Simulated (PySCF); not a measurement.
# Li+: ionisation energy

Li+ 1s2 (1S) → Li(2+) 1s1 (2S), as a difference of total energies. Calculation: PySCF 2.14, in an uncontracted even-tempered set (18 s from 0.25 bohr⁻², ratio 2.2; 7 p from 0.44 bohr⁻², ratio 2.4; 4 d from 1.3 bohr⁻², ratio 2.4; 3 f from 2 bohr⁻², ratio 2.4; 3 g from 3 bohr⁻², ratio 2.4); scalar relativity by spin-free X2C-1e. Correlated levels: nothing frozen; virtual orbitals above 40 to 60 times the deepest correlated orbital energy dropped. The calculations carry no spin-orbit coupling.

| method | ionisation energy (eV) |
| --- | --- |
| UHF | 74.465 |
| MP2 (all electrons) | 75.541 |
| SCS-MP2 (all electrons) | 75.757 |
| CCSD (all electrons) | 75.637 |

How much does correlation contribute at MP2 (all electrons)?

75.541 − (74.465) = 1.076 eV, measured against UHF.

With two correlated electrons CCSD is exact in that space.

For comparison: 75.640 eV (theoretical estimate listed by NIST; NIST Atomic Spectra Database, ionization energies).
